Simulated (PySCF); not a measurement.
A calculated (PBE, PySCF 2.14, aug-cc-pVDZ-DK, the spin-free X2C one-electron Hamiltonian (Gaussian nucleus)) atom or ion has these occupied shells.

| shell | electrons | orbital energy (eV) | rms radius, mean of both spins (bohr) |
| --- | --- | --- | --- |
| 1s α | 1 | -1533.0 | 0.139 |
| 1s β | 1 | -1532.9 | 0.139 |
| 2s α | 1 | -129.19 | 0.681 |
| 2s β | 1 | -128.97 | 0.681 |
| 2p α | 3 | -90.737 | 0.677 |
| 2p β | 3 | -90.516 | 0.677 |
| 3s α | 1 | -24.523 | 2.38 |

Name the element and its charge.

Al²⁺ (aluminium, charge +2), in [Ne] 3s1, 2S determinant.
